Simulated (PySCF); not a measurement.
# Running PySCF for I3P⁻

File input.py (PySCF 2.14):

```python
from pyscf import gto, scf

mol = gto.M(
    atom='P 0 0 -0.9691; I 2.2756 0 0.0787; I -1.1378 1.9707 0.0787; I -1.1378 -1.9707 0.0787',
    basis='sbkjc',
    ecp={'P': 'sbkjc', 'I': 'sbkjc'},
    charge=-1,
    spin=1,
    verbose=3,
)
mf = scf.UHF(mol)
mf.kernel()
mf.mulliken_pop()
mf.dip_moment()
print('orbital energies (hartree):', [e[max(0, n-3):n+3].round(4) for e, n in zip(mf.mo_energy, mol.nelec)])
```

```bash
$ OMP_NUM_THREADS=1 python input.py
```

The log (some set-up lines and the per-cycle HOMO/LUMO lines with their warnings removed):

```
converged SCF energy = -40.0337063545891  <S^2> = 0.76588145  2S+1 = 2.0158189
 ** Mulliken pop       alpha | beta **
pop of  0 P 3s        0.82587 | 0.75845
pop of  0 P 4s        0.08615 | 0.19906
pop of  0 P 3px       0.28529 | 0.34292
pop of  0 P 3py       0.28529 | 0.34291
pop of  0 P 3pz       0.74983 | 0.40006
pop of  0 P 4px       0.06433 | 0.07391
pop of  0 P 4py       0.06432 | 0.07390
pop of  0 P 4pz       0.24975 | 0.14564
pop of  1 I 5s        0.84142 | 0.83737
pop of  1 I 6s        0.14434 | 0.15119
pop of  1 I 5px       0.65770 | 0.53270
pop of  1 I 5py       0.71871 | 0.71657
[20 lines left out]
In total            14.00000 | 13.00000
 ** Mulliken atomic charges   ( Nelec_alpha | Nelec_beta ) **
charge of  0P =      0.05233  (     2.61083      2.33684 )
charge of  1I =     -0.35079  (     3.79641      3.55438 )
charge of  2I =     -0.35077  (     3.79638      3.55439 )
charge of  3I =     -0.35077  (     3.79638      3.55439 )

WARN: System has nonzero charge -1; the dipole moment is origin-dependent.
Location of origin: [0. 0. 0.]

Dipole moment(X, Y, Z, Debye): -0.00030, -0.00000, -0.28744
orbital energies (hartree): [array([-0.2117, -0.1967, -0.0915,  0.1732,  0.1732,  0.4514]), array([-0.2074, -0.2068, -0.1774,  0.1654,  0.1879,  0.1879])]
```

In short: E(SCF) = -40.033706 Eh, ⟨S²⟩ = 0.766.

It ran on Arm Neoverse N1 (1 thread, shared host) in 1.4 s.

The basis has no diffuse functions, which an anion needs. The dipole of an ion depends on the origin. No search for the lowest solution was made.
